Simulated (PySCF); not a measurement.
NMR data sheet: C₆H₆B₂F₂

- Formula: C6H6B2F2
- SMILES: Bc1cccc(B(F)F)c1
- InChI: InChI=1S/C6H6B2F2/c7-5-2-1-3-6(4-5)8(9)10/h1-4H,7H2
- Point group of the computed structure: C1
- Carbon signals: 6
- Proton signals: 5

Bonds (- single, = double, # triple, : aromatic): B1-C2, C2:C3, C3:C4, C4:C5, C5:C6, C6-B7, B7-F8, B7-F9, C6:C10, C10:C2. B1 carries H11, H12; C3 carries H13; C4 carries H14; C5 carries H15; C10 carries H16.

PySCF 2.14 calculation with spin–spin couplings from B3LYP/pcJ-1 (spin–dipole term only in couplings to heteroatoms), B97-2/pcSseg-1 with gauge-including orbitals and geometry from PBE0-D3(BJ)/def2-SVP; non-relativistic, a single conformation, no solvent, one averaged value for each set of equivalent atoms.

δ = σ(ref) − σ, references computed at the same level: $^{1}$H (σref 31.38), $^{13}$C (σref 183.69) against TMS; $^{19}$F (σref 178.12) vs CFCl3; $^{11}$B (σref 101.82) vs BF3·OEt2.

| carbon | δC, type | δH (multiplicity, J in Hz) | HMBC from (abs. J ≥ 3 Hz) | span of the C tensor (ppm) |
| --- | --- | --- | --- | --- |
| C2 | 142.2, C | – | H16, H13, H14, H11/H12 | 241 |
| C3 | 152.3, CH | 8.30 (dt, 8.2, 1.1) | H16, H15, H11/H12 | 235 |
| C4 | 130.0, CH | 7.66 (t, 8.3) | – | 229 |
| C5 | 146.5, CH | 8.26 (dt, 8.4, 1.2) | H16, H13 | 254 |
| C6 | 124.2, C | – | H16, H15, H14 | 221 |
| C10 | 156.5, CH | 8.72 (t, 1.1) | H13, H15, H11/H12 | 245 |

Other nuclei:
```json
{"atoms": "H11/H12", "nucleus": "$^{1}$H", "environment": "hydrogen on a boron bonded to C", "δ (ppm)": "7.12", "σ (ppm)": "24.25"}
{"atoms": "F8/F9", "nucleus": "$^{19}$F", "environment": "fluorine bonded to B", "δ (ppm)": "-93.0", "σ (ppm)": "271.1"}
{"atoms": "B1", "nucleus": "$^{11}$B", "environment": "boron bonded to C, 2 H", "δ (ppm)": "72.2", "σ (ppm)": "29.6"}
{"atoms": "B7", "nucleus": "$^{11}$B", "environment": "boron bonded to C, 2 F", "δ (ppm)": "24.2", "σ (ppm)": "77.6"}
```

Selected couplings (Hz, signed; the shortest-range and largest first, 30 at most; isotopes $^{13}$C, $^{1}$H, $^{11}$B, $^{19}$F): $^{1}J$(C10,H16) 170.9, $^{1}J$(C4,H14) 169.5, $^{1}J$(C3,H13) 168.9, $^{1}J$(C5,H15) 168.5, $^{1}J$(B1,H11) 136.3, $^{1}J$(B7,F8) -123.3, $^{1}J$(C6,B7) 103.4, $^{1}J$(B1,C2) 67.8, $^{2}J$(C6,F8) 36.8, $^{2}J$(B1,C10) 4.9, $^{2}J$(B1,C3) 4.9, $^{2}J$(C5,B7) 2.7, $^{2}J$(B7,C10) 2.5, $^{3}J$(H14,H15) 8.4, $^{3}J$(H13,H14) 8.2, $^{3}J$(F8,C10) 5.9, $^{3}J$(C5,F8) 5.5, $^{3}J$(B1,H16) 5.0, $^{3}J$(B1,H13) 5.0, $^{3}J$(B7,H15) 4.8, $^{3}J$(B7,H16) 4.8, $^{3}J$(C4,B7) 4.5, $^{3}J$(C2,B7) 3.7, $^{3}J$(B1,C4) 3.6, $^{3}J$(B1,C6) 3.3, $^{4}J$(H13,H15) 1.2, $^{4}J$(H15,H16) 1.1, $^{4}J$(H13,H16) 1.0.

δC 156.5, 152.3, 146.5, 130.0: aromatic CH. δC 142.2, 124.2: substituted aromatic carbon. δH 8.72, 8.30, 8.26, 7.66: hydrogen on an aromatic CH; ring-current deshielding. δH 7.12: hydrogen on a boron bonded to C. The protons at 7.66 and 8.26 share a coupling of 8.4 Hz (vicinal, an ortho-type coupling). The protons at 8.30 and 7.66 share a coupling of 8.2 Hz (vicinal, an ortho-type coupling).

Hydrogens on boron are broadened and split by $^{11}$B (spin 3/2, 80 %) and 10B (spin 3). A carbon bonded to boron is broadened by the quadrupolar boron nucleus and is often missing from a measured spectrum. C–F couplings over four or more bonds (about 3 Hz to the para carbon of a fluoroarene) are left out. Multiplet labels drop couplings under 1 Hz and merge nearly equal ones. Unscaled 3J(H,H) at this level run about 10 % above measured values. Shifts are as computed. Against solution values, carbons near 30 ppm lie about +1 ppm off and those near 130 ppm about +2 ppm. Of 1313 compounds with measured shifts, 239 miss one by over three times the rms of a fit or turn the order of signals round; such compounds aren't used in these exercises. Unscaled 19F shifts against computed CFCl3 carry errors that often reach 10 to 50 ppm.
